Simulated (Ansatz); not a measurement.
Species: sum formula BNH5, net charge 0, doublet state. It need not be the lowest isomer of its formula. 
Structure (B3LYP-D3(BJ)/def2-TZVP (Ansatz, a quantum-chemistry and plane-wave program) minimum search):
```xyz
7

B     -0.7529    -0.0394    -0.0407
N      0.6992    -0.0010    -0.0110
H     -1.2334    -0.7111    -0.9047
H     -1.2090     1.1239     0.0621
H     -1.1945    -0.2412     1.1152
H      1.2201     0.5306     0.6709
H      1.2873    -0.4979    -0.6632
```
Charge 0, spin multiplicity 2.

Basis-set convergence of Hartree-Fock and MP2 correlation energies (hartree) with Ansatz. Correlated levels leave the core frozen unless marked. Open shells are spin-unrestricted. No spin-orbit coupling. Non-relativistic.

```json
[
 {"basis": "def2-SVP", "functions": "53", "E(HF)": "-81.91611", "E(corr, MP2)": "-0.27585"},
 {"basis": "def2-TZVPP", "functions": "132", "E(HF)": "…", "E(corr, MP2)": "…"}
]
```

Q: What belongs in the gaps?

A: 
- def2-TZVPP, E(HF): -82.01172
- def2-TZVPP, E(corr, MP2): -0.33980
